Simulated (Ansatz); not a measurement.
CH3BBrFSi, relaxed with RKS PBE0-D4/def2-TZVP in Ansatz from a PBE-D4/def2-SVP geometry. The force threshold is 0.005 eV/Å; the program also tests the step.

The species carries charge 0 and has multiplicity 1. The bonds changed during the relaxation, so this is another structure than the one it started from.

Start:

```xyz
8

F    -0.628    1.814   -1.090
C    -0.286    0.783   -0.335
Br   -0.664    1.011    1.809
B    -0.975   -0.468    0.260
Si    1.008   -0.593   -0.148
H    -2.042   -1.031    0.246
H     1.406   -1.068   -1.520
H     2.181   -0.447    0.778
```

Question: How much energy does the relaxation release, and in how many steps? (An estimate is asked.)

Answer: Ansatz gave: 0.05 eV, in 7 steps.

Question: Which bonds change most? (Estimate.)

Answer: Ansatz gave: C2–Br3 from 2.189 to 2.092 Å; B4–Si5 from 2.029 to 1.996 Å; C2–Si5 from 1.898 to 1.870 Å; Br3–B4 from 2.164 to 2.186 Å.

Question: Give the relaxed structure. (Estimate.)

Answer: Ansatz gave: 
```xyz
8

F    -0.633    1.810   -1.044
C    -0.287    0.773   -0.305
Br   -0.623    1.036    1.743
B    -0.963   -0.505    0.230
Si    0.996   -0.579   -0.151
H    -2.026   -1.028    0.244
H     1.395   -1.062   -1.498
H     2.141   -0.446    0.781
```
